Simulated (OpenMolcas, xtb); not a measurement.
# How methods differ on AlBH2OF2 (SMILES O[B](F)[AlH][F])

The species is AlBH2OF2 (7 atoms), meant as a singlet with charge 0. As SMILES, `O[B](F)[AlH][F]`. Geometry: relaxed at PBE0-D4/def2-TZVP. This is one conformer, not always the lowest.

Each level gives the HOMO–LUMO gap (eV). The values are calculated.

```tsv
level	kind	program	value (eV)
GFN0-xTB	semi-empirical	xtb	3.30
HF/6-31G* (spherical functions)	Hartree–Fock	OpenMolcas	11.77
SVWN5/6-31G* (spherical functions)	LDA	OpenMolcas	3.61
PBE/6-31G* (spherical functions)	GGA	OpenMolcas	3.72
M06-L/6-31G* (spherical functions)	meta-GGA	OpenMolcas	4.39
B3LYP/6-31G* (Cartesian functions)	global hybrid	OpenMolcas	5.41
B2PLYP/6-31G* (spherical functions)	double hybrid	OpenMolcas	8.07
```

The values span 3.30 to 11.77 eV. Orbital gaps aren't excitation energies, and those of double hybrids come from the SCF part alone; they tend to grow with the share of exact exchange.
